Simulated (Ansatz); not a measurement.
Reactions of C3H10Si, SMILES `CC(C)[SiH3]`.

Computed with Ansatz on PBE0-D4/def2-TZVP structures; ΔE is electronic, products minus reactants. CCSD(T)/CBS adds triple-zeta CCSD(T) − MP2 to the extrapolated MP2 energy (def2 sets, frozen cores). This one scheme is used for every species. DFT in def2-TZVPP. def2 core potentials past Kr. For I outer-core shells are correlated without core-valence functions, which leaves a few kJ/mol of doubt a bond. Each species was taken in one conformer, which may not be the lowest.

| reaction | CCSD/CBS(def2) (kcal/mol) | ωB97M-V (kcal/mol) |
| --- | --- | --- |
| `CC(C)[SiH3]` + `Cc1ccc[nH]1` → `Cc1ccc(C)[nH]1` + `CC[SiH3]` | -3.6 | -3.7 |
| `CC(C)[SiH3]` + HI → `CC([SiH3])I` + CH₄ | -4.2 | -2.7 |
| `CC(C)[SiH3]` + `[CH3][Al]([OH])[OH]` → `[CH3][Al]([OH])[O][SiH3]` + propane | -30.6 | -29.2 |
| `CC(C)[SiH3]` + `CB(C)N` → `CB(C)N[SiH3]` + propane | -12.9 | -12.0 |

(1) Give the CCSD(T)/CBS values in the same order. (Best estimate.)

Largest T1 diagnostic: 0.012, for `[CH3][Al]([OH])[OH]`.

Results:

(1) Computed: -3.4, -5.1, -29.5, -12.4 kcal/mol.
